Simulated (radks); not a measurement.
Q: The holmium ion Ho+ is in [Xe] 4f12. Calculated with a radial shooting solver on a logarithmic mesh with Libxc functionals: non-relativistic Kohn-Sham, PBE, spin-polarised, spherical densities, point nucleus. Open shells are filled with parallel spins first. One electron is removed from 4d, 4f, 5s, 5p in turn, with full relaxation. Which removal costs least, and what does each cost?

A: 4f 11.654 eV; 5p 31.103 eV; 5s 48.888 eV; 4d 165.32 eV. The 4f electron leaves first.
